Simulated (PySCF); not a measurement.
PySCF input (M06-2X/def2-TZVPD):

```python
from pyscf import gto, scf, dft

mol = gto.M(
    atom='''
    C    -1.93431127    0.08716731    0.35535192
    C    -0.75443489    0.35236595   -0.56730188
    C     0.56497054   -0.08049930    0.01824541
    O     0.73112130   -0.58792262    1.09619992
    O     1.59147201    0.17115359   -0.83087295
    H    -1.81802030    0.61626239    1.30089247
    H    -2.02155811   -0.97488479    0.58326737
    H    -2.86220530    0.41703101   -0.11285936
    H    -0.86969000   -0.16159067   -1.52561461
    H    -0.66814695    1.41396254   -0.81502257
    H     2.40152788   -0.13083210   -0.39105182
    ''',
    basis='def2-tzvpd',
    charge=0,
    spin=0,
    verbose=4,
)

mf = dft.RKS(mol, xc='m062x').density_fit(auxbasis='def2-universal-jkfit')
mf.grids.level = 4
mf.conv_tol = 1e-9
mf.max_cycle = 100
mf.max_memory = 1500
mf.kernel()
if not mf.converged:
    mf = mf.newton()
    mf.kernel(mf.make_rdm1())
mf.analyze()
```

Output:

```
PySCF version 2.14.0

[INPUT] verbose = 4
[INPUT] num. atoms = 11
[INPUT] num. electrons = 40
[INPUT] charge = 0
[INPUT] spin (= nelec alpha-beta = 2S) = 0
[INPUT] symmetry False subgroup None
[INPUT] Mole.unit = angstrom
[INPUT] Symbol           X                Y                Z      unit          X                Y                Z       unit  Magmom
[INPUT]  1 C     -1.934311270000   0.087167310000   0.355351920000 AA   -3.655318539960   0.164722342915   0.671517806638 Bohr   0.0
[INPUT]  2 C     -0.754434890000   0.352365950000  -0.567301880000 AA   -1.425675320916   0.665875141122  -1.072045183151 Bohr   0.0
[INPUT]  3 C      0.564970540000  -0.080499300000   0.018245410000 AA    1.067639589048  -0.152121630219   0.034478827930 Bohr   0.0
[INPUT]  4 O      0.731121300000  -0.587922620000   1.096199920000 AA    1.381619020836  -1.111012734237   2.071517626570 Bohr   0.0
[INPUT]  5 O      1.591472010000   0.171153590000  -0.830872950000 AA    3.007446233811   0.323433410336  -1.570122319809 Bohr   0.0
[INPUT]  6 H     -1.818020300000   0.616262390000   1.300892470000 AA   -3.435560455900   1.164567137970   2.458330485809 Bohr   0.0
[INPUT]  7 H     -2.021558110000  -0.974884790000   0.583267370000 AA   -3.820191172793  -1.842265256104   1.102215586695 Bohr   0.0
[INPUT]  8 H     -2.862205300000   0.417031010000  -0.112859360000 AA   -5.408784129279   0.788074394351  -0.213273280994 Bohr   0.0
[INPUT]  9 H     -0.869690000000  -0.161590670000  -1.525614610000 AA   -1.643475913273  -0.305362110585  -2.882993784535 Bohr   0.0
[INPUT] 10 H     -0.668146950000   1.413962540000  -0.815022570000 AA   -1.262614746463   2.672001950994  -1.540169442639 Bohr   0.0
[INPUT] 11 H      2.401527880000  -0.130832100000  -0.391051820000 AA    4.538229973707  -0.247236837302  -0.738980840313 Bohr   0.0

nuclear repulsion = 178.449382514982
number of shells = 97
number of NR pGTOs = 332
number of NR cGTOs = 245
basis = def2-tzvpd
ecp = {}

******** <class 'pyscf.df.df_jk.DFRKS'> ********
method = DFRKS
initial guess = minao
damping factor = 0
level_shift factor = 0
DIIS = <class 'pyscf.scf.diis.CDIIS'>
diis_start_cycle = 1
diis_space = 8
diis_damp = 0
SCF conv_tol = 1e-09
SCF conv_tol_grad = None
SCF max_cycles = 100
direct_scf = False
XC library pyscf.dft.libxc version 7.1.2
    S. Lehtola, C. Steigemann, M. J. T. Oliveira, and M. A. L. Marques,  SoftwareX 7, 1–5 (2018)
XC functionals = m062x
    Y. Zhao and D. G. Truhlar,  Theor. Chem. Acc. 120, 215 (2008)
    Y. Zhao and D. G. Truhlar,  Theor. Chem. Acc. 120, 215 (2008)
radial grids:
    Treutler-Ahlrichs [JCP 102, 346 (1995); DOI:10.1063/1.469408] (M4) radial grids

becke partition: Becke, JCP 88, 2547 (1988); DOI:10.1063/1.454033
pruning grids: <function nwchem_prune>
grids dens level: 4
symmetrized grids: False
atomic radii adjust function: <function treutler_atomic_radii_adjust>
small_rho_cutoff = 0
Set gradient conv threshold to 3.16228e-05
Initial guess from minao.
tot grids = 236592
******** <class 'pyscf.df.df.DF'> ********
[...]
cycle= 11 E= -268.39805932687  delta_E= -2.07e-10  |g|= 3.95e-06  |ddm|= 5.48e-05
  HOMO = -0.362202529806819  LUMO = 0.0064711920801896  gap/eV = 10.03212
Extra cycle  E= -268.398059326875  delta_E= -5.46e-12  |g|= 2.96e-06  |ddm|= 9.01e-06
converged SCF energy = -268.398059326875
**** SCF Summaries ****
Total Energy =                        -268.398059326875227
Nuclear Repulsion Energy =             178.449382514982034
One-electron Energy =                 -718.364996569049254
Two-electron Energy =                  271.517554727191964
Two-electron Coulomb Energy =          307.127880255715354
DFT Exchange-Correlation Energy =      -35.610325528523362
HOMO-LUMO gap [eV] =                    10.032122961697507
**** MO energy ****
MO #1   energy= -19.6755915358172  occ= 2
MO #2   energy= -19.6233435757755  occ= 2
MO #3   energy= -10.6795908179832  occ= 2
MO #4   energy= -10.5573662625897  occ= 2
MO #5   energy= -10.532905866122   occ= 2
MO #6   energy= -1.23891153485539  occ= 2
MO #7   energy= -1.1448394471928   occ= 2
MO #8   energy= -0.892684341534626 occ= 2
MO #9   energy= -0.769655824177356 occ= 2
MO #10  energy= -0.671697599335083 occ= 2
MO #11  energy= -0.58722691514308  occ= 2
MO #12  energy= -0.576345562218818 occ= 2
MO #13  energy= -0.565086557778963 occ= 2
MO #14  energy= -0.498666016886638 occ= 2
MO #15  energy= -0.494066910071446 occ= 2
MO #16  energy= -0.449082337799776 occ= 2
MO #17  energy= -0.438573719730802 occ= 2
MO #18  energy= -0.419760186191158 occ= 2
MO #19  energy= -0.403994427713479 occ= 2
MO #20  energy= -0.362202529806819 occ= 2
MO #21  energy= 0.0064711920801896 occ= 0
MO #22  energy= 0.0258235472671866 occ= 0
MO #23  energy= 0.0363178451224282 occ= 0
MO #24  energy= 0.0395525811607352 occ= 0
MO #25  energy= 0.0608940880326109 occ= 0
MO #26  energy= 0.0614113831530112 occ= 0
MO #27  energy= 0.0732638840127135 occ= 0
MO #28  energy= 0.087531244438005  occ= 0
MO #29  energy= 0.0930822358176529 occ= 0
MO #30  energy= 0.102698102249859  occ= 0
MO #31  energy= 0.111861170308627  occ= 0
MO #32  energy= 0.127502269820873  occ= 0
MO #33  energy= 0.138822250533893  occ= 0
MO #34  energy= 0.145149279291162  occ= 0
MO #35  energy= 0.162690101049421  occ= 0
MO #36  energy= 0.162906158992805  occ= 0
MO #37  energy= 0.168188697467458  occ= 0
MO #38  energy= 0.194350037866374  occ= 0
MO #39  energy= 0.209539196460268  occ= 0
MO #40  energy= 0.214291296602444  occ= 0
MO #41  energy= 0.22609232359376   occ= 0
MO #42  energy= 0.230881449535256  occ= 0
MO #43  energy= 0.234156750714613  occ= 0
MO #44  energy= 0.247988342845834  occ= 0
MO #45  energy= 0.258674710749229  occ= 0
MO #46  energy= 0.258819457492447  occ= 0
MO #47  energy= 0.272497550073024  occ= 0
MO #48  energy= 0.288880327542517  occ= 0
MO #49  energy= 0.298621420289156  occ= 0
MO #50  energy= 0.299483072742481  occ= 0
MO #51  energy= 0.301384266505455  occ= 0
MO #52  energy= 0.308039815594795  occ= 0
MO #53  energy= 0.313892385798656  occ= 0
MO #54  energy= 0.327039958946282  occ= 0
MO #55  energy= 0.329354286142326  occ= 0
MO #56  energy= 0.329457705577726  occ= 0
MO #57  energy= 0.339289181624858  occ= 0
MO #58  energy= 0.349305242604537  occ= 0
MO #59  energy= 0.351949660991025  occ= 0
MO #60  energy= 0.35909278579885   occ= 0
MO #61  energy= 0.381309937888738  occ= 0
MO #62  energy= 0.389022344780537  occ= 0
MO #63  energy= 0.399420890297949  occ= 0
MO #64  energy= 0.399890035578712  occ= 0
MO #65  energy= 0.407486569460135  occ= 0
MO #66  energy= 0.423895639254174  occ= 0
MO #67  energy= 0.429409532697111  occ= 0
MO #68  energy= 0.442391683200968  occ= 0
MO #69  energy= 0.452822894161584  occ= 0
MO #70  energy= 0.459467085134312  occ= 0
MO #71  energy= 0.459794507560179  occ= 0
MO #72  energy= 0.473523557458944  occ= 0
MO #73  energy= 0.475500964783807  occ= 0
MO #74  energy= 0.493740597580576  occ= 0
MO #75  energy= 0.504289440803105  occ= 0
MO #76  energy= 0.510004775302704  occ= 0
MO #77  energy= 0.532206699120817  occ= 0
MO #78  energy= 0.55833808867045   occ= 0
MO #79  energy= 0.58011755165431   occ= 0
MO #80  energy= 0.586770599549703  occ= 0
MO #81  energy= 0.592924512904002  occ= 0
MO #82  energy= 0.603286771363012  occ= 0
MO #83  energy= 0.619103954776115  occ= 0
MO #84  energy= 0.62604709101813   occ= 0
MO #85  energy= 0.649128276737799  occ= 0
MO #86  energy= 0.65647646134809   occ= 0
MO #87  energy= 0.663992073857772  occ= 0
MO #88  energy= 0.671249676519809  occ= 0
MO #89  energy= 0.673442636510417  occ= 0
MO #90  energy= 0.692918840992267  occ= 0
MO #91  energy= 0.710821766637152  occ= 0
MO #92  energy= 0.713901509249861  occ= 0
MO #93  energy= 0.727508792376748  occ= 0
MO #94  energy= 0.740327092247948  occ= 0
MO #95  energy= 0.747670792569904  occ= 0
MO #96  energy= 0.753553796757769  occ= 0
MO #97  energy= 0.783026723217404  occ= 0
MO #98  energy= 0.784328517792089  occ= 0
MO #99  energy= 0.786811811516181  occ= 0
MO #100 energy= 0.809501272703655  occ= 0
MO #101 energy= 0.821220530488834  occ= 0
MO #102 energy= 0.893929451120762  occ= 0
MO #103 energy= 0.896018380855825  occ= 0
MO #104 energy= 0.9208458858211    occ= 0
MO #105 energy= 0.926802282381529  occ= 0
MO #106 energy= 0.937403216488348  occ= 0
MO #107 energy= 0.967975683056583  occ= 0
[...]
```
